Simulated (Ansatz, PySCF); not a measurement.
Process, species as SMILES: CCCC[C@H](C)Cl [(2S)-2-chlorohexane] → [CH2]CCC[C@H](C)Cl + H atom (the C-H bond at the site shown breaks; other sites are not compared here)
Each molecule is optimised on its own at B3LYP-D3(BJ)/def2-TZVP (Ansatz, an electronic-structure program), one conformer each, not searched for the lowest.

Quantity: bond dissociation energy (enthalpy at 298 K, with B3LYP-D3(BJ) rigid-rotor harmonic-oscillator terms from PySCF), in eV. Cores are frozen in the correlated levels unless marked. UHF or UKS for open shells. No spin-orbit coupling. Non-relativistic. CBS(X,Y): correlation extrapolated as X^-3; Hartree-Fock from the larger set. The bracket is a focal-point correction in the basis named.

```json
[
 {"level": "PBE0/6-31G*", "program": "Ansatz", "bond dissociation energy (eV)": "4.30", "minus last row": "-0.13"},
 {"level": "BHLYP-D3(BJ)/def2-TZVPD", "program": "Ansatz + dftd3", "bond dissociation energy (eV)": "4.25", "minus last row": "-0.18"},
 {"level": "r2SCANh/def2-TZVPD", "program": "Ansatz", "bond dissociation energy (eV)": "4.14", "minus last row": "-0.29"},
 {"level": "CCSD/STO-3G", "program": "Ansatz", "bond dissociation energy (eV)": "5.10", "minus last row": "0.67"},
 {"level": "CCSD/6-31G*", "program": "Ansatz", "bond dissociation energy (eV)": "4.06", "minus last row": "-0.37"},
 {"level": "RI-MP2/CBS(cc-pV(T+d)Z,cc-pV(Q+d)Z)+[CCSD(T)-MP2]/cc-pV(D+d)Z", "program": "Ansatz", "bond dissociation energy (eV)": "4.44", "minus last row": "0.01"},
 {"level": "RI-MP2/CBS(cc-pV(T+d)Z,cc-pV(Q+d)Z)+[CCSD(T)-MP2]/cc-pV(T+d)Z", "program": "Ansatz", "bond dissociation energy (eV)": "4.43", "minus last row": "0.00"}
]
```
